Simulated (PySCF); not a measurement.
**Ligand-field analysis of [CoF6]4-**

The complex [CoF6]4- (charge -4) contains Co(II), shell d7. The structure is a PBE0-D3(BJ)/def2-SVP, IEF-PCM water geometry optimised for multiplicity 4; coordination octahedral, point group D4h, metal–donor distances 2.06–2.20 Å.

```
7

Co    0.000    0.000    0.000
F     2.064    0.000    0.000
F    -2.064    0.000    0.000
F     0.000    2.064    0.000
F     0.000   -2.064    0.000
F     0.000    0.000    2.197
F     0.000    0.000   -2.197
```

Method (PySCF 2.14, density fitting): CASSCF(7,5) with orbitals averaged over all microstates of the shell, strongly contracted NEVPT2 on the averaged canonical orbitals; basis x2c-TZVPall on the metal, x2c-SVPall elsewhere; spin-free X2C; IEF-PCM water; spin-orbit coupling by state interaction with the mean-field operator over all roots.

Spin-free states:

```csv
2S+1,deg.,symmetry,cubic parent,free-ion term,CASSCF / cm⁻¹,NEVPT2 / cm⁻¹,f(ED),occupations
4,1,4A2g,4T1g 1.00,4F 0.98,0,0,–,1.9 1.9 1.1 1.0 1.1
4,2,4Eg,4T1g 0.99,4F 0.99,257,358,0,1.5 1.5 1.9 1.1 1.0
4,1,4B2g,4T2g 1.00,4F 1.00,4256,5410,0,1.0 1.0 2.0 2.0 1.0
4,2,4Eg,4T2g 0.99,4F 1.00,5334,6695,0,1.5 1.5 1.0 1.3 1.7
2,1,2A1g,2Eg 1.00,2G 0.60,15787,12652,–,1.9 1.9 1.9 1.0 0.2
4,1,4B1g,4A2g 1.00,4F 1.00,10728,13365,0,1.0 1.0 1.0 2.0 2.0
2,1,2B1g,2Eg 1.00,2G 0.65,17555,14952,–,1.9 1.9 1.9 0.3 1.0
2,2,2Eg,2T2g 0.85,2G 0.81,19818,18290,–,1.5 1.5 1.9 1.5 0.7
2,1,2A2g,2T1g 1.00,2G 0.75,19867,18517,–,1.9 1.9 1.1 1.1 1.0
2,2,2Eg,2T1g 0.86,2G 0.78,20603,19370,–,1.5 1.5 1.8 1.1 1.1
2,1,2B2g,2T2g 1.00,2G 0.95,20891,19933,–,1.6 1.6 1.4 1.0 1.4
4,2,4Eg,4T1g 1.00,4P 0.99,21828,20080,0,1.5 1.5 1.1 1.6 1.3
4,1,4A2g,4T1g 1.00,4P 0.98,23857,22508,0,1.1 1.1 1.9 1.0 1.9
2,1,2A2g,2T1g 1.00,2P 0.74,25885,22533,–,1.7 1.7 1.3 1.2 1.1
2,2,2Eg,2T1g 0.84,2P 0.49,25530,22806,–,1.5 1.5 1.6 1.6 0.8
```

Only the lowest 15 spin-free levels are listed. Energies are counted from the ground state at NEVPT2 level. Weights follow the labels. f(ED) is the electric-dipole oscillator strength from the ground state at the fixed geometry, without vibronic coupling; occupations, where given, run over the ligand-field orbitals from the lowest.

## Ligand-field fit

```
          cm⁻¹  CASSCF
          10Dq    5488
             B    1224
   B, free ion    1251
             C    4526
   C, free ion    4616
rms of the fit      88
```

```csv
orbital,CASSCF / cm⁻¹,metal share,main function
1,0,0.99,degenerate set
2,0,0.99,degenerate set
3,665,0.99,xy 1.00
4,4537,0.97,z2 1.00
5,6881,0.96,x2-y2 1.00
```

ζ = 520 cm⁻¹, against 526 for the free ion.

## Spin-orbit levels

```
E / cm⁻¹  deg.               make-up    g (S′ = 1/2)
     0.0     2  0.58 4A2g + 0.42 4Eg  2.48 5.41 5.41
   254.0     2  0.75 4A2g + 0.24 4Eg  0.36 0.36 4.67
   552.4     2  0.95 4Eg + 0.04 4A2g  2.56 2.56 4.67
  1001.7     2  0.62 4Eg + 0.37 4A2g  0.77 1.49 1.49
  1014.0     2  0.88 4Eg + 0.10 4A2g  1.89 1.89 2.33
  1111.2     2  0.85 4Eg + 0.15 4A2g  0.78 1.73 1.73
  5863.5     2             0.99 4B2g  0.00 0.00 6.50
  5946.9     2             0.98 4B2g  2.17 3.53 3.53
  7019.3     2              0.99 4Eg  1.96 1.96 5.99
  7102.2     2              0.98 4Eg  1.62 1.62 2.39
```

Only the lowest levels are listed: 20 of 120 states.

## Magnetism

Degenerate or low-lying orbital states mix with the ground state, so no spin-only Hamiltonian applies. The lowest spin-orbit level is 2-fold, effective g = 2.48, 5.41, 5.41; the next lies at 254.0 cm⁻¹. μeff is 5.38 μB at 300 K and 4.13 μB at 10 K; the spin-only value is 3.88 μB.

```
T / K  χT / cm³ K mol⁻¹  μeff / μB  χT along axes a, b, c
    2             2.044       4.04         0.59 2.77 2.77
    5             2.077       4.08         0.60 2.82 2.82
   10             2.131       4.13         0.62 2.89 2.89
   20             2.239       4.23         0.66 3.03 3.03
   30             2.347       4.33         0.70 3.17 3.17
   50             2.561       4.53         0.78 3.45 3.45
   75             2.812       4.74         0.88 3.78 3.78
  100             3.025       4.92         1.00 4.04 4.04
  150             3.318       5.15         1.26 4.35 4.35
  200             3.484       5.28         1.51 4.47 4.47
  250             3.576       5.35         1.73 4.50 4.50
  300             3.625       5.38         1.92 4.48 4.48
```

Axes in the frame of the coordinates: a = (0.00, 0.00, -1.00); b = (-1.00, 0.05, 0.00); c = (0.05, 1.00, 0.00).

Powder magnetisation at 2 K: 0.87 μB at 0.5 T, 1.51 μB at 1 T, 2.12 μB at 2 T, 2.29 μB at 3 T, 2.38 μB at 5 T, 2.42 μB at 7 T.

No frequencies were computed for the optimised geometry. NEVPT2 lifts 4B2g (from 4T2g) from 4256 to 5410 cm⁻¹; on the d shell alone it tends to overshoot states that fill the eg-type orbitals. Gaps between spin states lean to high spin in this active space.

The job took 12 s on one thread of Arm Neoverse V2 (shared host), with 132 basis functions and a peak of 0.54 GiB, launched as `OMP_NUM_THREADS=1 python lf_run.py task.json out`.
